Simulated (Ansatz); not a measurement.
A structure relaxed at PBE0-D4/def2-SVP in Ansatz, charge 0, singlet:

```xyz
6

B     0.846    2.719   -0.443
B     0.275   -2.669    0.433
B    -0.127   -1.130    0.417
B    -0.825   -2.202    1.364
B    -0.262    2.464   -1.469
Al    0.093    0.819   -0.302
```

Task: Give its formula.

Result: AlB₅.

Task: Summarise the bond lengths by kind (pairs closer than 1.2 times the sum of covalent radii, bridged metal pairs left out).

Result: 4 × B–B 1.51 to 1.59 Å; 3 × Al–B 2.05 to 2.09 Å.

The restricted singlet is unstable towards broken spin symmetry at other levels; at PBE0-D4/def2-SVP this wasn't settled. Another isomer (singlet) lies 4.31 eV lower at PBE0-D4/def2-TZVP; other spin states weren't run for this one.
